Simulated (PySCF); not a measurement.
Below is a simulated gas-phase Cl 2p photoelectron spectrum of cyclo-(Cl2GeNH)2 (Cl4Ge2H2N2).

Every computed line was given a Gaussian of 1.0 eV full width at half maximum and an area set by the number of equivalent atoms (split 2:1 within a doublet); the highest printed point is 100. Method used: delta-SCF UKS SCAN, pcX-2 on the ionised atom, pcseg-1 elsewhere, spin-free X2C in PySCF 2.14.0.

```tsv
binding energy (eV)	intensity
204.6	0
204.7	1
204.8	1
204.9	2
205.0	4
205.1	8
205.2	13
205.3	20
205.4	30
205.5	42
205.6	55
205.7	69
205.8	83
205.9	93
206.0	99
206.1	100
206.2	95
206.3	86
206.4	74
206.5	60
206.6	47
206.7	36
206.8	27
206.9	22
207.0	21
207.1	23
207.2	27
207.3	32
207.4	39
207.5	44
207.6	48
207.7	50
207.8	49
207.9	46
208.0	40
208.1	33
208.2	26
208.3	20
208.4	14
208.5	9
208.6	6
208.7	3
208.8	2
208.9	1
209.0	1
209.1	0
209.2	0
```

Problem. How many maxima does the curve show, and how many computed lines lie under it?

Solution. The curve has 2 maxima (at 206.1 and 207.7 eV). Under it lie 2 lines from 1 inequivalent chlorine site, drawn as a 2p3/2, 2p1/2 pair.

Problem. Decompose the envelope and assign each component. Bonds: Ge1–Cl2, Ge1–Cl3, Ge1–N4, Ge1–N8, N4–Ge5, Ge5–Cl6, Ge5–Cl7, Ge5–N8. Hydrogens: H9 on N4; H10 on N8.

Solution. 
```tsv
position (eV)	relative area	line	atoms	environment
206.06	2.67	Cl 2p3/2	Cl2/Cl3/Cl6/Cl7	chlorine bonded to Ge
207.72	1.33	Cl 2p1/2	Cl2/Cl3/Cl6/Cl7	chlorine bonded to Ge
```

Problem. What are the centre and the root-mean-square width of the whole band?

Solution. The area-weighted mean of the lines is 206.62 eV. Their own spread about it is 0.78 eV (rms) and each Gaussian has σ = 1.0/2.355 = 0.42 eV; the variances add, which gives 0.89 eV.

The curve has no shake-up lines and no vibrational structure. The first atom of each set that the bonding makes equivalent was ionised and stands for the set. Spin–orbit and ligand-field terms were added within each 2p shell after the spin-free SCF. 2p1/2 minus 2p3/2 (ligand field included): Cl 1.65 eV. One conformer (not necessarily the lowest) at the PBE0-D3(BJ)/def2-SVP geometry, without solvent, vibrations or thermal averaging.
